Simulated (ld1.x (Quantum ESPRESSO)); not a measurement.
**Cutoff test, C (Z = 6), PAW**

C (Z = 6), PAW, made with ld1.x (Quantum ESPRESSO) 7.5 (LDA (PZ), scalar-relativistic). Core [He], reference 2s2 2p2. Waves: 2s (bound): rcut 0.85, rcutus 1.10 bohr; 2s channel at -0.7 Ry: rcut 0.85, rcutus 1.10 bohr; 2p (bound): rcut 2.00, rcutus 2.35 bohr; 2p channel at 0.05 Ry: rcut 2.00, rcutus 2.35 bohr. Local part: all-electron potential smoothed inside 0.85 bohr (lloc = -2). Core correction: Bessel-smoothed model core inside 1.05 bohr. Augmentation charge: GAUSS, radius 0.80 bohr.

The pseudo-atom Hamiltonian at the reference potential is diagonalised in spherical Bessel functions j_l(qr) that vanish at 20 bohr, with q² up to the cutoff. All-electron valence levels (Ry): 2s -1.0028, 2p -0.3984.

**Question.** How do the lowest levels (Ry) of each channel move with the cutoff, and are there ghosts?

**Answer.**

```json
{"cutoff (Ry)": "8", "s #1": "-0.9879", "p #1": "-0.3784", "p #2": "0.0355", "d #1": "0.0740", "d #2": "0.1744", "f #1": "0.1177", "f #2": "0.2546", "Σ f·Δε (mRy)": "69.6"}
{"cutoff (Ry)": "10", "s #1": "-0.9882", "p #1": "-0.3928", "p #2": "0.0350", "d #1": "0.0740", "d #2": "0.1744", "f #1": "0.1177", "f #2": "0.2546", "Σ f·Δε (mRy)": "40.4"}
{"cutoff (Ry)": "15", "s #1": "-0.9925", "p #1": "-0.3982", "p #2": "0.0347", "d #1": "0.0740", "d #2": "0.1744", "f #1": "0.1177", "f #2": "0.2546", "Σ f·Δε (mRy)": "21.0"}
{"cutoff (Ry)": "18", "s #1": "-0.9969", "p #1": "-0.3983", "p #2": "0.0347", "d #1": "0.0740", "d #2": "0.1744", "f #1": "0.1177", "f #2": "0.2546", "Σ f·Δε (mRy)": "12.2"}
{"cutoff (Ry)": "25", "s #1": "-1.0009", "p #1": "-0.3984", "p #2": "0.0347", "d #1": "0.0740", "d #2": "0.1744", "f #1": "0.1177", "f #2": "0.2546", "Σ f·Δε (mRy)": "3.9"}
{"cutoff (Ry)": "30", "s #1": "-1.0022", "p #1": "-0.3984", "p #2": "0.0347", "d #1": "0.0740", "d #2": "0.1744", "f #1": "0.1177", "f #2": "0.2546", "Σ f·Δε (mRy)": "1.3"}
{"cutoff (Ry)": "40", "s #1": "-1.0027", "p #1": "-0.3984", "p #2": "0.0347", "d #1": "0.0740", "d #2": "0.1744", "f #1": "0.1177", "f #2": "0.2546", "Σ f·Δε (mRy)": "0.3"}
{"cutoff (Ry)": "45", "s #1": "-1.0027", "p #1": "-0.3984", "p #2": "0.0347", "d #1": "0.0740", "d #2": "0.1744", "f #1": "0.1177", "f #2": "0.2546", "Σ f·Δε (mRy)": "0.3"}
{"cutoff (Ry)": "400", "s #1": "-1.0028", "p #1": "-0.3984", "p #2": "0.0347", "d #1": "0.0740", "d #2": "0.1744", "f #1": "0.1177", "f #2": "0.2546", "Σ f·Δε (mRy)": "0.0"}
```

Result: no extra level below or beside the all-electron valence levels (s, p, d, f tested); 10 mRy is reached at 21 Ry and 1 mRy at 35 Ry.

Test run stopped at test 2 of 9 (negative rho).
